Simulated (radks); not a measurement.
Spherical quantum dot in the effective-mass picture: electrons in a parabolic well V = omega^2 r^2 / 2 with omega = 0.297, with a point charge +1 (a donor) at the centre, all in effective atomic units (hartree* = m*/eps^2 hartree, bohr* = eps/m* bohr), one dielectric constant everywhere. Method: non-relativistic Kohn-Sham, exchange-only LDA, spin-polarised, spherical densities; computed with a radial shooting solver with Libxc functionals. Levels are named by radial order and angular momentum (1s, 1p, 1d, 2s, ...), and open shells are averaged over m. Results are scaled to m* = 0.458 and eps = 15.8, for which hartree* = 49.92 meV and bohr* = 1.826 nm.

N = 4, configuration 1s2 1p(up 2, down 0). This is the lowest configuration that the search found. Occupied and some empty levels:

level,occupation,eigenvalue (meV),<r> (nm)
1s up,1,54.268,3.309
1s down,1,56.900,3.022
1p up,2,71.160,5.504
1p down,0,76.198,5.481
2s up,0,78.108,5.602
2s down,0,81.818,5.808
1d up,0,83.616,6.525
1d down,0,88.674,6.631
1f up,0,96.404,7.332
1f down,0,101.04,7.494

Energy (meV): total 115.340, kinetic 67.946, external -61.538, Hartree 152.76, exchange-correlation -43.825.
